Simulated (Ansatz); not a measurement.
Species: ReCl (charge 0, quintet). The spin state was set by rule; other spins were not relaxed. SMILES: [Cl][Re]
Geometry: optimised at B3LYP-D3(BJ)/def2-TZVP (Ansatz, a program for electronic structure).

Quantity: atomisation energy (electronic, to ground-state atoms), in kcal/mol. Correlated levels leave the core frozen unless marked. Open shells are spin-unrestricted. No spin-orbit coupling. The frozen core is the preceding noble-gas configuration, with the filled d and f shells of earlier blocks. In def2 rows, elements after Kr have scalar-relativistic effective core potentials. The coupled-cluster limit lacks core correlation, which all-electron functionals hold. Basis-set limits of correlation are two-point, X^-3; Hartree-Fock from the larger set. [CCSD(T)-MP2]/basis is that difference in the basis named.

| level | program | atomisation energy (kcal/mol) | minus last row |
|---|---|---|---|
| HF/def2-SVPD | Ansatz | 30.2 | -37.6 |
| PBE-D3(BJ)/def2-TZVPD | Ansatz + dftd3 | 79.7 | 11.9 |
| BLYP-D3(BJ)/def2-TZVPD | Ansatz + dftd3 | 75.6 | 7.8 |
| r2SCAN/def2-TZVPD | Ansatz | 73.3 | 5.5 |
| PBE0-D4/def2-TZVPD | Ansatz + dftd4 | 72.9 | 5.1 |
| LC-wPBE-D4/def2-TZVPD | Ansatz + dftd4 | 72.5 | 4.7 |
| B2PLYP-D3(BJ)/def2-TZVPD | Ansatz + dftd3 | 69.0 | 1.2 |
| PBE-QIDH/def2-TZVPD | Ansatz | 67.2 | -0.6 |
| RI-MP2/def2-TZVPP | Ansatz | 61.2 | -6.6 |
| SCS-MP2/def2-SVP | Ansatz | 50.5 | -17.3 |
| CCSD/def2-TZVPPD | Ansatz | 59.6 | -8.2 |
| CCSDT/def2-SVP | Ansatz | 54.0 | -13.8 |
| RI-MP2/CBS(def2-TZVPPD,def2-QZVPPD)+[CCSD(T)-MP2]/def2-QZVPPD | Ansatz | 67.6 | -0.2 |
| CCSD(T)/CBS(def2-TZVPP,def2-QZVPP) | Ansatz | 67.7 | -0.1 |
| CCSD(T)/CBS(def2-TZVPPD,def2-QZVPPD) | Ansatz | 67.8 | 0.0 |

The UHF reference is spin-contaminated (<S^2> 0.64 over the pure value in the largest basis). The T1 diagnostic of CCSD in the largest basis is 0.086, which is high, so the coupled-cluster rows are less sure than usual.
